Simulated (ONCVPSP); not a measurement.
# Cutoff test, boron (B), ONCV

```
Element                 : B
Generator               : ONCVPSP 4.0.1
Type                    : optimised norm-conserving Vanderbilt (ONCV)
Functional              : BLYP
Relativity              : scalar-relativistic
Frozen core             : [He]
Valence charge          : 3
Reference configuration : 2s2 2p1
Partial waves           : 2s: rc 1.05 bohr, ncon 5, nbas 8, qcut 6.2 1/bohr, 2 projectors, debl 0.4 Ha; 2p: rc 3.10 bohr, ncon 4, nbas 8, qcut 4.2 1/bohr, 2 projectors, debl 3.5 Ha
Local potential         : polynomial inside 0.80 bohr (lpopt 2, dvloc0 4 Ha)
Core correction         : none
```

Problem. For each optimised wave give the share of its norm inside rc, the residual kinetic energy above qcut (Ha) and the cutoffs (Ha) for errors of 10, 1, 0.1 and 0.01 mHa per electron.

Solution.

```json
{"wave": "2s", "norm inside rc": "0.120", "residual KE": "4.2e-03", "10 mHa": "7.2", "1 mHa": "106.0", "0.1 mHa": "143.3", "0.01 mHa": "163.4"}
{"wave": "s projector 2", "norm inside rc": "0.021", "residual KE": "2.3e-04", "10 mHa": "1.3", "1 mHa": "9.0", "0.1 mHa": "66.5", "0.01 mHa": "190.8"}
{"wave": "2p", "norm inside rc": "0.780", "residual KE": "2.2e-06", "10 mHa": "4.3", "1 mHa": "5.9", "0.1 mHa": "7.0", "0.01 mHa": "8.3"}
{"wave": "p projector 2", "norm inside rc": "0.245", "residual KE": "2.4e-03", "10 mHa": "7.6", "1 mHa": "14.9", "0.1 mHa": "28.1", "0.01 mHa": "36.9"}
```

The occupied waves need 106 Ha and 143 Ha for 1 and 0.1 mHa. Note: ghosts flagged at negative energy: s at -142.6 eV; GHOST(+) flags only above 600 eV. A true bound ghost makes a file unfit for plane-wave use. Its largest configuration-test error is +381 meV.
